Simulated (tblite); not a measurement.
Compound: C₄H₉F₃Si.
Numbering: `[CH3:1][CH2:2][C:3]([F:4])([F:5])[Si@H:6]([CH3:7])[F:8]` (hydrogens: H9, H10, H11 on C1; H12, H13 on C2; H14 on Si6; H15, H16, H17 on C7)

Computed with GFN2-xTB (tblite), gas phase: L-BFGS steps from a force-field or distance-geometry start until the largest atomic force falls under 0.01 eV/Å.

Step 9: E = -793.0084 eV
```
atom  x, y, z in Å  |  force x, y, z in eV/Å
C1     -2.0007   -0.3978    0.6331    0.055   0.012  -0.041
C2     -1.6392    0.3675   -0.6427    0.009  -0.022   0.072
C3     -0.1733    0.2232   -1.0338    0.052   0.067   0.103
F4      0.0355    0.9850   -2.1679   -0.047  -0.045  -0.054
F5      0.0588   -1.0647   -1.4643   -0.060   0.027   0.022
Si6     1.2259    0.7440    0.2161    0.180  -0.050   0.059
C7      2.4205   -0.6885    0.5294   -0.013   0.007  -0.038
F8      0.5239    1.1628    1.6142   -0.007   0.029  -0.083
H9     -1.4464   -1.3338    0.6927   -0.083   0.003  -0.114
H10    -1.7664    0.1793    1.5246    0.008   0.028  -0.079
H11    -3.0663   -0.6249    0.6429    0.108   0.031   0.002
H12    -2.2317    0.0071   -1.4893    0.000  -0.030   0.057
H13    -1.8345    1.4363   -0.5265   -0.020  -0.060   0.025
H14     1.8550    1.9537   -0.3032   -0.142  -0.041   0.067
H15     2.0853   -1.3651    1.3157   -0.025   0.135  -0.053
H16     2.5558   -1.2827   -0.3721    0.048   0.033   0.057
H17     3.3909   -0.2893    0.8212   -0.064  -0.123  -0.002
```

Step 10: E = -793.0131 eV
```
atom  x, y, z in Å  |  force x, y, z in eV/Å
C1     -1.9995   -0.3990    0.6326    0.049   0.039  -0.050
C2     -1.6409    0.3697   -0.6402    0.082  -0.029   0.012
C3     -0.1736    0.2232   -1.0336    0.083   0.081   0.126
F4      0.0334    0.9860   -2.1686   -0.049  -0.096  -0.026
F5      0.0587   -1.0681   -1.4607   -0.088   0.104   0.020
Si6     1.2324    0.7443    0.2155    0.086  -0.059  -0.009
C7      2.4231   -0.6894    0.5293   -0.008   0.006  -0.032
F8      0.5222    1.1655    1.6068   -0.017   0.030  -0.024
H9     -1.4487   -1.3369    0.6855   -0.058   0.011  -0.090
H10    -1.7664    0.1798    1.5212    0.053   0.022  -0.016
H11    -3.0635   -0.6243    0.6483    0.036   0.017  -0.024
H12    -2.2301    0.0075   -1.4865   -0.033  -0.044   0.020
H13    -1.8391    1.4395   -0.5290    0.003  -0.096   0.048
H14     1.8462    1.9608   -0.2998   -0.101  -0.020   0.046
H15     2.0847   -1.3620    1.3155   -0.057   0.090  -0.027
H16     2.5588   -1.2836   -0.3707    0.038   0.007   0.023
H17     3.3951   -0.3011    0.8245   -0.021  -0.065   0.003
```

**Question.** Estimate the geometry and energy of step 11. (The exact step hangs on the optimiser's Hessian estimate; all steps are aligned on step 10, rigid shifts and turns removed.)

**Answer.** E = -793.0166 eV, largest force 0.147 eV/Å
```
atom  x, y, z in Å  |  force x, y, z in eV/Å
C1     -1.9979   -0.3991    0.6316    0.031   0.042  -0.032
C2     -1.6409    0.3708   -0.6384    0.102  -0.021  -0.032
C3     -0.1724    0.2247   -1.0314    0.069   0.064   0.088
F4      0.0309    0.9849   -2.1696   -0.036  -0.102   0.000
F5      0.0570   -1.0684   -1.4575   -0.082   0.120   0.025
Si6     1.2392    0.7438    0.2153   -0.023  -0.035  -0.049
C7      2.4252   -0.6898    0.5287    0.009  -0.005  -0.020
F8      0.5207    1.1680    1.6005   -0.017   0.025   0.015
H9     -1.4514   -1.3388    0.6784   -0.024   0.001  -0.063
H10    -1.7651    0.1803    1.5184    0.087   0.015   0.027
H11    -3.0606   -0.6236    0.6519   -0.020   0.015  -0.042
H12    -2.2295    0.0071   -1.4841   -0.028  -0.049  -0.001
H13    -1.8425    1.4399   -0.5300    0.013  -0.086   0.063
H14     1.8375    1.9660   -0.2964   -0.053   0.015   0.021
H15     2.0830   -1.3580    1.3148   -0.086   0.039   0.006
H16     2.5618   -1.2843   -0.3692    0.027  -0.025  -0.020
H17     3.3979   -0.3113    0.8271    0.030  -0.012   0.013
```

The energy changes by -0.0035 eV. The first-order estimate −F·Δx gives -0.0050 eV and the mean of the old and new forces, exact on a quadratic surface, -0.0035 eV. The step makes an angle of 56° with the force vector and moves no atom by more than 0.011 Å.

What follows is the cost of the whole relaxation. On one thread, Intel Xeon at 2.70 GHz (x86_64), no GPU, shared host, this took 1.3 s of wall time.
